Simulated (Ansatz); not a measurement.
Start from `B1B[SiH2]1` and change one atom or group to get `[SiH3]B1B[SiH2]1`.

Ansatz, PBE0-D4/def2-TZVP geometries, multiplicity 1. 

| property | `B1B[SiH2]1` |
| --- | --- |
| size of the dipole moment (ωB97M-V/def2-TZVPP) / D | 1.67 |
| HOMO–LUMO gap (PBE0/def2-TZVPP) / eV | 5.10 |
| size of the dipole moment (PBE/def2-TZVPP) / D | 1.58 |
| HOMO energy (PBE0/def2-TZVPP) / eV | -7.02 |
| size of the dipole moment (B3LYP/def2-TZVPP) / D | 1.54 |
| zero-point energy (PBE0-D4/def2-TZVP) / kJ/mol | 101.9 |

Question: What does the change do to each property? (An estimate is asked.)

Answer: Computed: 
| property | `[SiH3]B1B[SiH2]1` | shift |
| --- | --- | --- |
| size of the dipole moment (ωB97M-V/def2-TZVPP) / D | 1.84 | 0.17 |
| HOMO–LUMO gap (PBE0/def2-TZVPP) / eV | 5.00 | -0.10 |
| size of the dipole moment (PBE/def2-TZVPP) / D | 1.62 | 0.04 |
| HOMO energy (PBE0/def2-TZVPP) / eV | -7.05 | -0.03 |
| size of the dipole moment (B3LYP/def2-TZVPP) / D | 1.68 | 0.14 |
| zero-point energy (PBE0-D4/def2-TZVP) / kJ/mol | 148.7 | 46.8 |

The zero-point energy changes by 46.8 kJ/mol with +9 modes. Dipoles are sizes alone; their direction can turn.

B3LYP here is the variant with VWN-RPA as its local correlation; programs differ in this.
